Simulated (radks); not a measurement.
The numbers below are computed, except where a source is named.
The lutetium ion Lu3+, configuration [Xe] 4f14. Level of theory: scalar-relativistic Kohn-Sham, SCAN, spin-polarised, spherical densities, finite nucleus; meta-GGA in the generalised Kohn-Sham scheme; Fermi nuclear charge, rms radius 5.37 fm (a radial shooting solver on a logarithmic mesh with Libxc functionals).

Normalised radial functions P(r) = r R(r), r in bohr:

r	5s	5p
0.002828	0.1157	0.0079
0.003266	0.1260	0.0100
0.003742	0.1358	0.0125
0.004287	0.1454	0.0157
0.004951	0.1549	0.0199
0.005672	0.1628	0.0247
0.006499	0.1691	0.0307
0.007505	0.1732	0.0385
0.008599	0.1739	0.0475
0.009851	0.1705	0.0582
0.01138	0.1614	0.0717
0.01303	0.1465	0.0866
0.01493	0.1245	0.1038
0.01725	0.0927	0.1242
0.01976	0.0544	0.1452
0.02264	0.0081	0.1672
0.02614	-0.0480	0.1902
0.02995	-0.1051	0.2099
0.03432	-0.1623	0.2251
0.03963	-0.2168	0.2329
0.0454	-0.2552	0.2288
0.05202	-0.2730	0.2100
0.06008	-0.2610	0.1703
0.06883	-0.2145	0.1123
0.07885	-0.1321	0.0352
0.09107	-0.0106	-0.0627
0.1043	0.1227	-0.1604
0.1195	0.2527	-0.2493
0.138	0.3573	-0.3150
0.1582	0.3946	-0.3315
0.1812	0.3503	-0.2896
0.2093	0.2078	-0.1770
0.2398	-0.0005	-0.0160
0.2747	-0.2388	0.1718
0.3172	-0.4584	0.3562
0.3634	-0.5721	0.4717
0.4164	-0.5501	0.4940
0.4809	-0.3672	0.3964
0.5509	-0.0710	0.1975
0.6312	0.2865	-0.0735
0.729	0.6608	-0.3932
0.8351	0.9290	-0.6636
0.9568	1.0730	-0.8622
1.105	1.0832	-0.9722
1.266	0.9804	-0.9782
1.45	0.8061	-0.8977
1.675	0.5897	-0.7472
1.919	0.3965	-0.5772
2.199	0.2416	-0.4074
2.539	0.1252	-0.2531
2.909	0.0587	-0.1447
3.333	0.0237	-0.0734
3.849	0.0076	-0.0309
4.41	0.0021	-0.0117

5s: eigenvalue -88.691 eV, 4 radial nodes at r = 0.0231, 0.0921, 0.240, 0.567 bohr, <r> = 1.17 bohr, 90 % of the charge inside 1.68 bohr. 5p: eigenvalue -58.468 eV, 3 radial nodes at r = 0.0832, 0.243, 0.610 bohr, <r> = 1.37 bohr, 90 % of the charge inside 2.00 bohr.
